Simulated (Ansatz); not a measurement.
Breaking the Si4–H5 bond in GaH5Si (SMILES [SiH3][GaH2]) (multiplicity 1 held, fragments rigid). Energies count from the point at 1.488 Å.
Geometry at that point (charge 0, multiplicity 1):
```xyz
7

Ga     0.0214    -0.3802    -0.7300
H     -1.2890    -0.5161    -1.5946
H      1.3585    -0.9627    -1.3251
Si    -0.0393     0.7330     1.4213
H     -0.0485     2.2044     1.2014
H      1.1342     0.4111     2.2710
H     -1.2689     0.3879     2.1794
```

Signs of static correlation in def2-SVP, with CASSCF(2,2), from Ansatz (an electronic-structure program) runs.

```
R (Å)  T1 of restricted CCSD  ⟨S²⟩ of UHF  largest double amplitude of restricted CCSD  weight of the CASSCF reference in MRCISD  CASSCF natural occupations
-----  ---------------------  -----------  -------------------------------------------  ----------------------------------------  --------------------------
1.190                  0.011        0.000                                        0.035                                     0.905                   1.99 0.01
1.339                  0.011        0.000                                        0.035                                     0.905                   1.99 0.01
1.488                  0.011        0.000                                        0.034                                     0.905                   1.98 0.02
1.637                  0.012        0.000                                        0.033                                     0.905                   1.97 0.03
1.785                  0.013        0.000                                        0.034                                     0.905                   1.96 0.04
2.008                  0.015        0.000                                            ?                                     0.905                   1.93 0.07
2.232                  0.018        0.242                                        0.077                                     0.905                   1.89 0.11
2.604                  0.028        0.725                                            ?                                     0.904                   1.77 0.23
2.975                  0.042        0.904                                        0.359                                     0.903                   1.60 0.40
3.422                  0.060        0.980                                        0.557                                     0.903                   1.39 0.61
4.017                  0.076        1.009                                        0.762                                     0.902                   1.19 0.81
4.761                  0.084        1.015                                        0.901                                     0.902                   1.07 0.93
```

**Question.** Complete the blanks.

**Answer.** 
- 2.008, largest double amplitude of restricted CCSD: 0.054
- 2.604, largest double amplitude of restricted CCSD: 0.191

Doubts at one or more of the structures used: a restricted determinant that unrestricted orbitals would lower (R-CCSD(T)/def2-SVP); other coupled-cluster roots lie near (R-CCSD(T)/def2-SVP); T1 above 0.05 (R-CCSD(T)/def2-SVP, U-CCSD(T)/def2-SVP); a spin-contaminated determinant (U-CCSD(T)/def2-SVP).
